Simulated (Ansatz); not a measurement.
## Energy profile

The step: SiH₄O₃ ([OH][SiH]([OH])[OH]) + HF → SiH₃O₃F ([OH][Si]([OH])([OH])[F]) + H₂; bonds formed: Si1–F7, H2–H6; bonds broken: Si1–H2, H6–F7 (atoms numbered as in the saddle structure below).

```xyz
10
angstrom
Si 0.0636 -0.0854 0.0215
H 0.3685 1.3629 -0.7548
O 1.1259 -0.3941 1.2095
O -1.4742 -0.6184 -0.0348
O 0.7299 -0.8965 -1.2500
H -0.0470 1.6870 0.0680
F -0.5563 1.4133 1.1140
H 1.7527 -1.0801 0.9654
H -2.0738 -0.1831 0.5749
H 0.1107 -1.2054 -1.9137
```

Electronic energies by CCSD(T) at an estimated basis limit (MP2 extrapolated from triple and quadruple zeta, plus CCSD(T) − MP2 in triple zeta), on PBE0-D4/def2-TZVP structures; SiH5O3F, singlet; no counterpoise correction. Ansatz 0.2.0; basis: def2-TZVPP and def2-QZVPP; cores frozen in the correlated methods. Extrapolation: Hartree–Fock as exp(−7.88 √X), correlation as X^−2.97.

Give the profile in eV, counted from the separated reactants. (To be estimated.)

The calculation gives:
```csv
point,eV
"separated: SiH4O3 (linked as [OH][SiH]([OH])[OH]; Si1, H2, O3, O4, O5, H8, H9, H10; singlet) + HF (H6, F7; singlet)",0.000
start structure,-0.141
saddle,1.194
end structure,-1.483
"separated: SiH3O3F (linked as [OH][Si]([OH])([OH])[F]; Si1, O3, O4, O5, F7, H8, H9, H10; singlet) + H2 (H2, H6; singlet)",-1.436
```

No T1 diagnostic of these runs exceeds 0.013.

For scale, one of the runs: CCSD(T)/def2-TZVPP, 236 basis functions, launched by `ansatz run in.yaml --threads 4 --pin off --events-out ev --progress --plain --max-ram 9574MiB`. Time: 2.6 min of wall clock on 4 CPU threads of an Arm Neoverse V1; the host was shared. Peak host memory: 4.7 GiB.
